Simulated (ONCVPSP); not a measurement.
lanthanum: variants of one ONCV potential

Base potential:

lanthanum, optimised norm-conserving Vanderbilt (ONCV), made with ONCVPSP 4.0.1 (PBEsol, fully relativistic). Core [Kr] 4d10, reference 5s2 5p6 5d1.5 6s1.5. Waves: 5s+6s: rc 2.20 bohr, ncon 4, nbas 8, qcut 4.6 1/bohr, 2 projectors; 5p: rc 1.95 bohr, ncon 4, nbas 7, qcut 4.7 1/bohr, 2 projectors, debl 2 Ha; 5d: rc 3.40 bohr, ncon 3, nbas 8, qcut 5 1/bohr, 2 projectors, debl 0.4 Ha; f scattering state at 0.41 Ha: rc 3.70 bohr, ncon 3, nbas 8, qcut 2.6 1/bohr, 2 projectors, debl 1.9 Ha. Local part: polynomial inside 1.35 bohr (lpopt 5, dvloc0 3 Ha). Core correction: none.

Open shells are filled in proportion to 2j + 1.

In the f channel the program set the typed energies aside and used -0.126, 1.774 Ha (j = l + 1/2; the other j can differ).

All-electron outer shells of the reference configuration (PBEsol, scalar-relativistic, ld1.x):

```json
{"shell": "5s", "level (eV)": "-38.12", "outermost node (bohr)": "0.77", "outermost maximum (bohr)": "1.41"}
{"shell": "5p", "level (eV)": "-21.63", "outermost node (bohr)": "0.83", "outermost maximum (bohr)": "1.58"}
{"shell": "6s", "level (eV)": "-3.42", "outermost node (bohr)": "1.87", "outermost maximum (bohr)": "3.88"}
{"shell": "5d", "level (eV)": "-2.60", "outermost node (bohr)": "0.95", "outermost maximum (bohr)": "2.24"}
```

Cutoffs, loose and tight: the cutoffs (Ha) at which the residual kinetic energy of the hardest occupied pseudo-wave falls to 1 and 0.1 mHa per electron. They do not see the model core or the augmentation charge, which bear on the density cutoff. Test errors are all-electron minus pseudo excitation energies from the reference, over the configurations 5s2 5p6 5d1 6s2; 5s2 5p6 5d1 6s1; 5s2 5p6 5d1 6s0; 5s2 5p6 5d1 6s1.5. A dash means not determined; rows that change the core or the reference have their own tests.

For the base: The cutoffs count occupied waves only; projector 2 of the f channel, the hardest unoccupied one, needs 44 Ha at the loose tolerance.

```tsv
change	outcome	cutoff, loose	cutoff, tight	bound ghosts	GHOST(+) flags above zero	largest test error (meV)
base	generated, projector energies reset by the program	12 Ha	35 Ha	none	s, f7/2, f5/2	-0.8
d: rc 2.32	generated, projector energies reset by the program	12 Ha	35 Ha	none	s, f7/2, f5/2	-0.8
d: rc 2.66	generated, projector energies reset by the program	12 Ha	35 Ha	none	s, f7/2, f5/2	-1.0
d: rc 3.22	generated, projector energies reset by the program	12 Ha	35 Ha	none	s, f7/2, f5/2	-0.9
d: rc 3.38	generated, projector energies reset by the program	12 Ha	35 Ha	none	s, f7/2, f5/2	-0.9
d: rc 3.92	generated, projector energies reset by the program	12 Ha	35 Ha	none	s, f7/2, d3/2, f5/2	+0.5
d: rc 4.26	generated, projector energies reset by the program	12 Ha	35 Ha	none	s, f7/2, f5/2	+1.6
d: rc 4.58	generated, projector energies reset by the program	12 Ha	35 Ha	none	s, f7/2, f5/2	+2.3
```

(1) What comes out with this change to the base: d: rc 4.96?

Results:

(1) outcome: generated, projector energies reset by the program; cutoff, loose: 12 Ha; cutoff, tight: 35 Ha; bound ghosts: none; GHOST(+) flags above zero: s, f7/2, f5/2; largest test error (meV): +5.6.

Reading the sweep of the d radius (base included, trends over the rows without a ghost): The loose cutoff stays near 12 Ha. The median size of the test errors (rows with all tests solved) rises from 0.3 meV at 2.32 to 4.7 meV at 4.96 bohr, with one reversal. More of the atom is replaced by a form fitted at one configuration, so other configurations suffer as the radius grows.
